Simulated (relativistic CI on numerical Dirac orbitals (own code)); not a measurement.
Magnetism of Pm⁴⁺, 4f3, in a crystal field

Calculated by Dirac-Coulomb-Breit CI, KLI orbitals optimised for each configuration, a model potential for QED, one configuration in a parametric crystal field, unscaled Slater integrals (own radial code). With so little scaling, terms lie 10 to 35 % too far apart, which can change the order of excited levels.

Field parameters in Wybourne normalisation; cubic f-shell fields have B⁴₄ = √(5/14) B⁴₀ and B⁶₄ = −√(7/2) B⁶₀. The field is a parameter set, without covalency.

S is read from ⟨S²⟩ = S(S + 1).

Powder χT (cm³ K mol⁻¹) by Van Vleck's formula, with temperature-independent terms:

```tsv
Field	2 K	5 K	10 K	20 K	50 K	100 K	200 K	300 K
C2v, B20 = 750, B22 = 420, B40 = 1390, B42 = 230, B44 = 1120, B60 = -310, B62 = -10, B64 = 180, B66 = 200 cm⁻¹	0.799	0.823	0.861	0.939	1.16	1.38	1.57	1.64
C2v, B20 = -510, B22 = -370, B40 = -320, B42 = 590, B44 = -50, B60 = 680, B62 = -340, B64 = 240, B66 = -710 cm⁻¹	0.75	0.764	0.786	0.834	0.991	1.2	1.46	1.57
C2v, B20 = 660, B22 = -270, B40 = 490, B42 = 310, B44 = 390, B60 = 1060, B62 = -40, B64 = 620, B66 = -520 cm⁻¹	0.666	0.69	0.731	0.812	1.01	1.22	1.45	1.56
D4h, B20 = 580, B40 = -480, B44 = -550, B60 = 450, B64 = -1310 cm⁻¹	0.739	0.751	0.773	0.815	0.94	1.13	1.39	1.52
Oh, B40 = -1760, B60 = 860 cm⁻¹	0.691	0.706	0.729	0.777	0.919	1.12	1.35	1.47
Oh, B40 = -2970, B60 = 370 cm⁻¹	1.02	1.03	1.05	1.09	1.21	1.37	1.51	1.59
```

**Question.** For C2v, B20 = 660, B22 = -270, B40 = 490, B42 = 310, B44 = 390, B60 = 1060, B62 = -40, B64 = 620, B66 = -520 cm⁻¹: what effective moment follows at 300 K?

**Answer.** μ_eff = √(8χT) = 3.53 μB. The LS value g√(J(J + 1)) of the free ion's ⁴I°9/2 level is 3.62 μB.
